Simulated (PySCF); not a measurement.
Dipole moment and polarisability of `FC[C@@H](F)C(F)=C(F)F`

Species: C₄H₃F₅.
Geometry (GFN2-xTB, Å), atoms numbered from 1 in this order:
```
atom  x, y, z in Å
F1    -0.835    0.975   -1.397
C2    -1.466    0.110   -0.551
C3    -0.447   -0.719    0.245
F4     0.022   -1.748   -0.531
C5     0.701    0.119    0.742
F6     0.546    0.578    1.997
C7     1.787    0.453    0.051
F8     2.034    0.059   -1.178
F9     2.772    1.194    0.521
H10   -2.086   -0.554   -1.160
H11   -2.078    0.710    0.128
H12   -0.949   -1.178    1.108
```

Level: B3LYP/def2-SVPD (PySCF), static field, nuclei fixed, core orbitals frozen in the response. The polarisability tensor in these axes (au):

```
x   62.16  5.83 -2.96
y    5.83 46.79  0.84
z   -2.96  0.84 51.57
```

Problem. Give the principal values, the mean and the anisotropy Δα = √{½[(α1 − α2)² + (α2 − α3)² + (α1 − α3)²]}.

Solution. Principal values 44.38, 51.51 and 64.62 au; mean 53.50 au = 7.93 Å³ = 8.82 × 10⁻⁴⁰ C²·m²/J; Δα = 17.78 au (33 % of the mean).

Problem. What is the dipole moment, and where does it point?

Solution. (-2.42, -0.58, 1.06) D, 2.71 D in size, pointing from the negative to the positive side. Measured along this direction, the outermost atoms are F9 at the negative end and H11 at the positive end.

Problem. Directions of the eigenvectors, and the extent of the frame along each?

Solution. Largest value along (0.94, 0.30, -0.19), where the nuclei span 4.74 Å; middle along (0.10, 0.30, 0.95), 3.60 Å; least along (-0.34, 0.91, -0.25), 2.98 Å. The response follows the extents in order.

Problem. Give the eigenvalues of the traceless quadrupole moment Θ = ½Σq(3rr − r²1), origin at the centre of nuclear charge.

Solution. -6.42, -2.61, 9.03 D·Å. The values depend on the origin, since the dipole doesn't vanish. The electronic extent ⟨r²⟩ about the same centre is 1097 bohr², a root-mean-square distance of 2.07 Å for the 72 electrons.

Problem. What depolarisation ratio follows for Rayleigh scattering of linearly polarised light, taking the static tensor?

Solution. ρ = 3Δα²/(45ᾱ² + 4Δα²) = 948.2/(128823 + 1264.3) = 0.00729.

The structure is a single GFN2-xTB conformer in the gas phase; no vibrational or solvent corrections.
